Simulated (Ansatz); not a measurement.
Spectroscopic constants of MgBe+, multiplicity 2 (lowest of 2S+1 = 2, 4 at CCSD(T)/def2-TZVPP on PBE0 minima; our sources give no spin for the ground state, which may be another).

Constants: fifth-degree fit in 1/R to seven points, most abundant isotopes. Runs in def2 and cc sets follow the lowest solution found near the PBE0 minimum.

Correlated levels freeze the inner cores; with def2 sets outer-core shells near the valence are correlated too.

Codes used: Ansatz (an electronic-structure program) with Gaussian orbitals. Values without a source in brackets are computed.

```tsv
level	r_e (Å)	ω_e (cm⁻¹)	ω_e x_e (cm⁻¹)
SVWN5/def2-TZVPP	2.598	348	3.3
PBE/def2-TZVPP	2.622	342	3.3
B97M-V/def2-TZVPP	2.633	327	4.6
CAM-B3LYP/def2-TZVPP	2.634	330	3.2
wB97X-V/def2-TZVPP	2.660	(withheld)	2.9
CCSD/def2-TZVPP	2.680	316	3.4
CCSD/def2-QZVPP	2.661	321	3.1
CCSD(T)/def2-QZVPP	(withheld)	(withheld)	3.1
```

### Question
What belongs in the gaps?

### Answer

- CCSD(T)/def2-QZVPP, r_e (Å): 2.653
- CCSD(T)/def2-QZVPP, ω_e (cm⁻¹): 325
- wB97X-V/def2-TZVPP, ω_e (cm⁻¹): 326

Doubts at one or more of the structures used: a spin-contaminated determinant (CCSD/def2-TZVPP, CCSD/def2-QZVPP, CCSD(T)/def2-QZVPP).
